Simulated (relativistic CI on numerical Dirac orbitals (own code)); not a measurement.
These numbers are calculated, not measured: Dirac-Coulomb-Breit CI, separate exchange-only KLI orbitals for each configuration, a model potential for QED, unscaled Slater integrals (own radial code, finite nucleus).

The strongest absorption lines from the ground level of an ion, among the configurations computed and to levels below about 178 eV (vacuum wavelength in nm, gf): 6.9693 (0.058), 7.1694 (0.064), 8.4023 (0.074), 8.4107 (0.087), 8.4635 (0.1), 8.5245 (0.22), 8.5678 (0.36), 8.8801 (0.14).

(1) Which ion is it?
A. Tm²⁸⁺
B. Lu³⁰⁺
C. Ho²⁴⁺
D. Ho²⁶⁺

Results:

(1) D. Ho²⁶⁺ has 41 electrons and the ground level 4s²4p⁶4d⁵ ⁶S5/2; the strongest line goes to 4s²4p⁵4d⁶ ⁶P°5/2. The pattern of lines fixes the number of electrons, and along that sequence the line energies rise steadily with the charge (about as its square where n changes within one kind of shell, about linearly where n is kept but much faster in heavy ions where fine structure, which grows about as Z⁴, sets the gap, and irregularly where shells cross), which fixes Z. Configurations outside the model, such as inner-shell arrays, can give stronger lines. At this charge energies of transitions that change n are usually good to better than 1 %, and those within a shell (Δn = 0) to a few per cent. Terms inside the open d or f shell come out 10 to 20 % too wide with unscaled integrals.

LS names give the leading component of a level, which can be under half, so a name can repeat, a term be missing and a line seem to break the LS rules.
